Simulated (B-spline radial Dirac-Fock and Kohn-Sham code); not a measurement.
Pb³⁰⁺: eigenvalues, ΔSCF and the reference

System: lead as Pb³⁰⁺, configuration 1s2 2s2 2p6 3s2 3p6 3d10 4s2 4p6 4d10 4f6.

The density-functional columns are spherical, spin-unpolarised Dirac-Kohn-Sham results without Breit or QED terms: −ε is minus the orbital energy of the initial state and ΔSCF the difference of two total energies. The reference in the last column comes from relaxed Dirac-Fock hole states (ΔSCF) with Breit and QED corrections and a finite nucleus. All numbers are from an atomic code on a B-spline grid, in eV; a selection of levels is shown. For the 1s level of heavy atoms much of the gap between ΔSCF and the reference is the Breit and QED part, -494.3 eV here; for other levels the error of the functional can be larger.

| level | LDA −ε | LDA ΔSCF | Dirac-Fock |
| --- | --- | --- | --- |
| 1s | 88882.7 | 89545.8 | 89062.0 |
| 2s | 16734.2 | 16874.5 | 16927.9 |
| 2p1/2 | 16123.2 | 16299.3 | 16259.9 |
| 2p3/2 | 13936.1 | 14084.9 | 14095.6 |
| 3s | 4793.6 | 4847.7 | 4907.4 |
| 3p1/2 | 4516.7 | 4573.9 | 4610.0 |
| 3p3/2 | 4025.9 | 4078.4 | 4118.5 |
| 3d3/2 | 3567.7 | 3627.9 | 3637.4 |
| 3d5/2 | 3463.1 | 3521.7 | 3534.7 |
| 4s | 1806.3 | 1835.5 | 1866.9 |
| 4p1/2 | 1685.3 | 1714.6 | 1735.9 |
| 4p3/2 | 1551.3 | 1578.8 | 1601.4 |
| 4d3/2 | 1353.4 | 1381.3 | 1386.9 |
| 4d5/2 | 1326.7 | 1354.1 | 1360.5 |
| 4f | 1072.1 | 1100.8 | 1098.6 |

Values without a named source are computed, but for edge energies of neutral atoms, which are taken from tables.
